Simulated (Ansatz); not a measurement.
```xyz
13

O     2.030    0.405    2.322
Si    1.485    0.680    0.809
O     1.873   -0.469   -0.275
S    -0.661    0.868    0.942
Si   -1.194    0.074   -0.957
O    -2.826    0.035   -1.038
O    -0.646   -1.468   -1.158
H     1.652   -0.324    2.817
H     2.122    1.942    0.404
H     1.201   -1.101   -0.565
H    -0.573    0.829   -2.060
H    -3.322    0.683   -0.536
H    -1.141   -2.155   -0.704
```

Charge 0, multiplicity 1.

Task: List the r2SCAN/def2-TZVPP orbital energies in eV (Ansatz 0.2.0). (An estimate is asked.)

Result: Ansatz gave: Occupied: -2408.84, -1792.65, -1792.34, -516.56, -516.36, -516.02, -515.85, -213.33, -157.36, -157.32, -157.25, -142.88, -142.57, -97.78, -97.77, -97.70, -97.48, -97.43, -97.39, -27.38, -26.86, -26.77, -26.31, -18.81, -15.25, -14.78, -13.93, -13.35, -11.73, -10.86, -10.47, -10.14, -9.83, -9.61, -8.93, -8.86, -8.69, -8.10, -7.84, -7.73, -6.88. Lowest empty: -0.20, 0.12, 0.20, 0.57, 0.96, 1.29, 1.88, 2.28.
